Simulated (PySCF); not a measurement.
# Correlation energy of Ag²⁺ (silver, charge +2)

[Kr] 4d9, 2D determinant. Calculation: PySCF 2.14, in x2c-TZVPPall with one added diffuse shell each of s, p, d, f type (9s7p7d3f1g, 95 functions); the spin-free X2C one-electron Hamiltonian (Gaussian nucleus). Frozen: [Kr]; 9 electrons correlated.

```json
{"level": "CCSD", "correlation energy (mhartree)": "-269.22"}
{"level": "(T)", "correlation energy (mhartree)": "-6.88"}
{"level": "CCSD(T)", "correlation energy (mhartree)": "-276.10"}
```

Diagnostics: T1 = 0.0017, D1 = 0.0034, largest double amplitude 0.022.

Cost of the coupled-cluster step: about 26 core-seconds, for 9 correlated electrons.

Iterations:

```
CC2 = 0
CCSD nocc = (np.int64(5), np.int64(4)), nmo = (77, 77)
frozen orbitals [[0, 1, 2, 3, 4, 5, 6, 7, 8, 9, 10, 11, 12, 13, 14, 15, 16, 17], [0, 1, 2, 3, 4, 5, 6, 7, 8, 9, 10, 11, 12, 13, 14, 15, 16, 17]]
max_cycle = 100
direct = 0
conv_tol = 1e-08
conv_tol_normt = 1e-06
diis_space = 8
diis_start_cycle = 0
Init t2, MP2 energy = -0.27913769094167
Init E_corr(UCCSD) = -0.279137690950017
cycle = 1  E_corr(UCCSD) = -0.267691753186011  dE = 0.0114459378  norm(t1,t2) = 0.0178948
cycle = 2  E_corr(UCCSD) = -0.269114890710317  dE = -0.00142313752  norm(t1,t2) = 0.00464326
cycle = 3  E_corr(UCCSD) = -0.269142196399816  dE = -2.73056895e-05  norm(t1,t2) = 0.00235402
cycle = 4  E_corr(UCCSD) = -0.269230903405927  dE = -8.87070061e-05  norm(t1,t2) = 0.0012681
cycle = 5  E_corr(UCCSD) = -0.269226225447089  dE = 4.67795884e-06  norm(t1,t2) = 0.000457097
cycle = 6  E_corr(UCCSD) = -0.269218411658932  dE = 7.81378816e-06  norm(t1,t2) = 0.000131294
cycle = 7  E_corr(UCCSD) = -0.269222990353832  dE = -4.5786949e-06  norm(t1,t2) = 4.02009e-05
cycle = 8  E_corr(UCCSD) = -0.269222619718231  dE = 3.706356e-07  norm(t1,t2) = 1.60458e-05
cycle = 9  E_corr(UCCSD) = -0.269222412662106  dE = 2.07056125e-07  norm(t1,t2) = 5.38448e-06
cycle = 10  E_corr(UCCSD) = -0.269222553160148  dE = -1.40498042e-07  norm(t1,t2) = 1.71708e-06
cycle = 11  E_corr(UCCSD) = -0.269222520341074  dE = 3.28190744e-08  norm(t1,t2) = 4.76626e-07
cycle = 12  E_corr(UCCSD) = -0.269222522637553  dE = -2.29647951e-09  norm(t1,t2) = 1.20994e-07
UCCSD converged
E(UCCSD) = -5312.123626755682  E_corr = -0.2692225226375535
UCCSD(T) correction = -0.00688104061871487
```
